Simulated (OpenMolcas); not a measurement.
The numbers below are computed, except where a source is named.
**Mo3+: input and output**

Mo3+ among 4 point charges of -1 e arranged as a tetrahedron (Td), 1.82 Å from the ion.

Input:

```
&GATEWAY
Coord
1

Mo 0.0 0.0 0.0
Basis=ANO-RCC-VDZP
Group=NoSym
NoMove
AngMom=0.0 0.0 0.0
AMFI
XField
4 Angstrom 0
1.050777 1.050777 1.050777 -1.000000
1.050777 -1.050777 -1.050777 -1.000000
-1.050777 1.050777 -1.050777 -1.000000
-1.050777 -1.050777 1.050777 -1.000000
&SEWARD
&RASSCF
FileOrb=start.orb
Symmetry=1
Spin=4
nActEl=3 0 0
Inactive=18
Ras2=5
CIRoot=10 10 1
SDav=10
CIMx=300
Iter=120 100
PrWF=0.3
OrbListing=Nothing
MaxOrb=0
>>> COPY $Project.JobIph JOB001
&RASSCF
FileOrb=start.orb
Symmetry=1
Spin=2
nActEl=3 0 0
Inactive=18
Ras2=5
CIRoot=40 40 1
SDav=40
CIMx=300
Iter=120 100
PrWF=0.3
OrbListing=Nothing
MaxOrb=0
>>> COPY $Project.JobIph JOB002
&RASSI
NrOfJobIphs=2 10 40
1 2 3 4 5 6 7 8 9 10
1 2 3 4 5 6 7 8 9 10 11 12 13 14 15 16 17 18 19 20 21 22 23 24 25 26 27
28 29 30 31 32 33 34 35 36 37 38 39 40
IphNames
JOB001
JOB002
EJob
SpinOrbit
DIPRint=1.0
SOCoupling=1000.0
Subsets=2
Property=9
'ANGMOM' 1 'ANGMOM' 2 'ANGMOM' 3 'MLTPL  1' 1 'MLTPL  1' 2 'MLTPL  1' 3
'AMFI' 1 'AMFI' 2 'AMFI' 3
SOProperty=3
'ANGMOM' 1 'ANGMOM' 2 'ANGMOM' 3
```

Launched by
```bash
OMP_NUM_THREADS=1 MOLCAS_MEM=1689 MOLCAS_PROJECT=a pymolcas a.inp > a.log  # once for each step of the input, in one work folder
```

A driver script runs the steps one by one and writes start.orb anew before each from the orbitals found so far.

Output, cut to the results:

```
--- SEWARD ---
Basis set label: MO.ANO-RCC...6S5P3D1F.

      Electronic valence basis set:
      ------------------
      Associated Effective Charge  42.000000 au
      Associated Actual Charge     42.000000 au
      Nuclear Model: Point charge

      Shell  nPrim  nBasis  Cartesian Spherical Contaminant
         s      21       6        X
         p      18       5        X
         d      13       3                 X
         f       6       1                 X
                  Relativistic Douglas-Kroll-Hess integrals:
                    - DKH order of Hamiltonian: 2
                    - DKH order of Properties : 0
                  Atomic mean-field integrals
--- RASSCF ---
Wave function specifications:
      -----------------------------

      Number of closed shell electrons          36
      Number of electrons in active shells       3
      Max number of holes in RAS1 space          0
      Max nr of electrons in RAS3 space          0
      Number of inactive orbitals               18
      Number of active orbitals                  5
      Number of secondary orbitals              20
      Spin quantum number                      1.5
      State symmetry                             1
Orbital specifications:
      -----------------------

      Symmetry species                           1
                                                 a
      Frozen orbitals                            0
      Inactive orbitals                         18
      Active orbitals                            5
      RAS1 orbitals                              0
      RAS2 orbitals                              5
      RAS3 orbitals                              0
      Secondary orbitals                        20
      Deleted orbitals                           0
      Number of basis functions                 43
      Number of CSFs                            10
      Number of root(s) required                10
      Iter CI   SX   CI       RASSCF       Energy    max ROT     max BLB   max BLB  Level Ln srch  Step   QN
          iter iter root      energy       change     param      element    value   shift minimum  type update
 Nr of preliminary CI iterations:   1
      Total energies have been shifted. Add                -4000.00 au
        1   1    7    0   -47.29995118    0.00E+00  -1.56E-01*  16  29 1 -2.15E-01*  0.26   0.00    SX    NO
        2   1    7    0   -47.42682815   -1.27E-01*  2.98E-02   18  31 1  6.61E-02*  0.36   0.00    SX    NO
        3   1    6    0   -47.43141882   -4.59E-03* -9.99E-03    7  29 1  6.50E-03*  0.35   0.00    SX    NO
        4   1    6    0   -47.43177226   -3.53E-04*  4.04E-03   17  30 1  2.82E-03*  0.35   0.00    SX    NO
        5   1    5    0   -47.43181191   -3.96E-05*  2.08E-03   22  27 1  6.45E-04*  0.35   1.52    LS   YES
        6   1    5    0   -47.43181716   -5.25E-06* -4.35E-04   18  31 1 -1.20E-03*  0.35   1.01    QN   YES
        7   1    5    0   -47.43181845   -1.29E-06*  1.26E-04   20  33 1 -9.35E-05   0.35   1.00    QN   YES
        8   1    4    0   -47.43181852   -6.31E-08*  4.14E-05   22  35 1 -2.28E-05   0.35   1.32    QN   YES
        9   1    3    0   -47.43181852   -4.22E-09   1.19E-06   17  22 1 -3.09E-06   0.35   1.01    QN   YES
      Convergence after  9 iterations
       10   1    3    0   -47.43181852   -3.32E-11   1.19E-06   18  19 1 -1.09E-06   0.35   1.01    QN   YES
      Natural orbitals and occupation numbers for root  1
      sym 1:   0.902926   0.097074   1.000000   0.097074   0.902926
      Natural orbitals and occupation numbers for root  2
      sym 1:   0.092894   0.907106   1.000000   0.092894   0.907106
      Natural orbitals and occupation numbers for root  3
      sym 1:   0.099536   0.099536   0.900464   0.900464   1.000000
::    RASSCF root number  1 Total energy:  -4047.45988535
::    RASSCF root number  2 Total energy:  -4047.45988535
::    RASSCF root number  3 Total energy:  -4047.45988535
::    RASSCF root number  4 Total energy:  -4047.44416343
::    RASSCF root number  5 Total energy:  -4047.44416343
::    RASSCF root number  6 Total energy:  -4047.44416343
::    RASSCF root number  7 Total energy:  -4047.42580439
::    RASSCF root number  8 Total energy:  -4047.39341149
::    RASSCF root number  9 Total energy:  -4047.39341149
::    RASSCF root number 10 Total energy:  -4047.39341149
--- RASSCF ---
Wave function specifications:
      -----------------------------

      Number of closed shell electrons          36
...
--- RASSI ---
SPIN-FREE ENERGIES:
  (Shifted by EMIN (a.u.) =      -4047.4598853456)

 SF State       Relative EMIN(au)   Rel lowest level(eV)    D:o, cm**(-1)      L_eff

     1             0.0000000000        0.0000000000              0.0000         3.0
     2             0.0000000000        0.0000000000              0.0000         3.0
     3             0.0000000000        0.0000000000              0.0000         3.0
     4             0.0157219115        0.4278150052           3450.5607         3.0
     5             0.0157219115        0.4278150052           3450.5607         3.0
     6             0.0157219115        0.4278150052           3450.5607         3.0
     7             0.0340809510        0.9273899201           7479.9041         3.0
    11             0.0486923663        1.3249867876          10686.7392         4.0
    12             0.0486923663        1.3249867876          10686.7392         4.0
    13             0.0621768967        1.6919195526          13646.2515         4.3
    14             0.0621768967        1.6919195526          13646.2515         4.3
    15             0.0621768967        1.6919195526          13646.2515         4.3
    16             0.0622527156        1.6939826900          13662.8918         3.9
    17             0.0622527156        1.6939826900          13662.8918         3.9
    18             0.0622527156        1.6939826900          13662.8918         3.9
    10             0.0664738592        1.8088458582          14589.3257         1.0
     8             0.0664738592        1.8088458582          14589.3257         1.0
     9             0.0664738592        1.8088458582          14589.3257         1.0
    19             0.0727093851        1.9785231621          15957.8655         3.9
    20             0.0785907426        2.1385630531          17248.6743         2.8
    21             0.0785907426        2.1385630531          17248.6743         2.8
...
```

Spin-orbit levels above the lowest (labels of Td):

| E (cm-1) | Degeneracy | Label | 2S+1 | g |
| --- | --- | --- | --- | --- |
| 0.0 | 4 | Γ8 | 4 |  |
| 309.4 | 2 | Γ7 | 4 | 1.50 1.50 1.50 |
| 1133 | 4 | Γ8 | 4 |  |
| 1807 | 2 | Γ6 | 4 | 3.50 3.50 3.50 |
| 4096 | 4 | Γ8 | 4 |  |
| 4108 | 2 | Γ7 | 4 | 3.47 3.47 3.47 |
| 4638 | 2 | Γ6 | 4 | 1.54 1.54 1.54 |
| 4818 | 4 | Γ8 | 4 |  |
| 8579 | 4 | Γ8 | 4 |  |
| 11491 | 4 | Γ8 | 2 |  |
| 14138 | 2 | Γ7 | 2 | 2.09 2.09 2.09 |
| 14158 | 2 | Γ6 | 2 | 0.24 0.24 0.24 |
| 14421 | 4 | Γ8 | 2 |  |
| 14675 | 2 | Γ6 | 4 | 2.46 2.46 2.46 |
| 14725 | 4 | Γ8 | 4 (80 %) |  |
| 15379 | 4 | Γ8 | 2 (89 %) |  |
| 15887 | 2 | Γ7 | 4 | 2.59 2.59 2.59 |
| 15933 | 4 | Γ8 | 4 |  |
| 16670 | 2 | Γ6 | 2 | 1.73 1.73 1.73 |
| 18279 | 2 | Γ6 | 2 | 1.28 1.28 1.28 |

An orbital triplet at a regular site is open to Jahn-Teller coupling, which can distort the site and quench the lowest spin-orbit gaps and is left out. Without dynamic correlation the repulsion within the d shell is too large (B by tens of per cent), so at a given field states of lower spin stand too high. Point charges give a weaker field than real ligands, and real ions of this kind are as a rule low spin; the high spin found here belongs to the model. Point charges carry no covalency, so the field is a model and not that of real ligands. No measured value stands beside these numbers.

The RASSCF and RASSI steps took 11 s on 1 thread of Arm Neoverse V1, with other jobs on the host; the integral step is not counted.
